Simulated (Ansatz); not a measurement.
Computed with Ansatz on PBE0-D4/def2-TZVP structures; ΔE is electronic, products minus reactants. CCSD(T)/CBS adds triple-zeta CCSD(T) − MP2 to the extrapolated MP2 energy (def2 sets, frozen cores). This one scheme is used for every species. DFT in def2-TZVPP. One conformer a species, not always the lowest.

Consider the ligand exchange at the Si–N bond: `C=C[SiH2]N[SiH3]` + `NC=O` → `O=CN[SiH3]` + `C=C[SiH2]N`.

(1) Is it downhill or uphill in electronic energy at CCSD(T)/CBS, and by how much? (Best estimate.)

(2) What do these levels give: B97M-V, revPBE, BLYP, r2SCANh, CCSD(T)/def2-TZVPP, MP2/CBS(def2)? (An estimate is asked.)

Largest T1 diagnostic among the species: 0.016.

Answers

(1) The calculation gave: Uphill: ΔE = +5.3 kJ/mol.

(2) Ansatz gave: B97M-V 6.8, revPBE 7.3, BLYP 6.2, r2SCANh 6.2, CCSD(T)/def2-TZVPP 5.2, MP2/CBS(def2) 6.2 kJ/mol.

Leaving LDA and LC-ωPBE aside and taking each functional with its dispersion term where it has one, the values, not all of them listed here, spread over 3.2 kJ/mol, from ωB97M-V to BHLYP-D4.
